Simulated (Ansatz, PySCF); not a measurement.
Process, species as SMILES: Cl[Si](Cl)(Br)Br [dibromo(dichloro)silane] → Cl[Si](Br)Br + Cl atom (the Cl-Si bond at the site shown breaks; other sites are not compared here)
Geometries: B3LYP-D3(BJ)/def2-TZVP minima from Ansatz (a program for electronic structure). Frequencies are from Ansatz or PySCF.
Geometry of the first species:
```
Si
Cl 1 2.0364
Cl 1 2.0364 2 109.07
Br 1 2.2044 2 109.45 3 -119.73
Br 1 2.2044 2 109.45 3 119.73
```
Charge 0, spin multiplicity 1.

Wanted: bond dissociation energy (enthalpy at 298 K, with B3LYP-D3(BJ) rigid-rotor harmonic-oscillator terms), in kcal/mol. Valence correlation only, unless marked. Open shells are spin-unrestricted. Spin-orbit coupling is left out. Frozen are the shells of the preceding noble gas and the d and f shells that filled before the atom's block. No relativistic terms. Basis-set limits of correlation are two-point, X^-3; Hartree-Fock from the larger set.

CCSD(T)/CBS(def2-TZVPP,def2-QZVPP) (Ansatz) gives 108.8 kcal/mol.

Task: Another calculation gave 102.7 kcal/mol. Which level was it?
(A) BHLYP/def2-TZVPD (Ansatz)
(B) wB97X-V/def2-TZVPD (Ansatz)
(C) PBE0/def2-TZVPD (Ansatz)
(D) SVWN5/def2-TZVPD (Ansatz)

Result: C, PBE0/def2-TZVPD (Ansatz). The others give 107.7 (wB97X-V), 97.9 (BHLYP), 117.8 (SVWN5) kcal/mol.
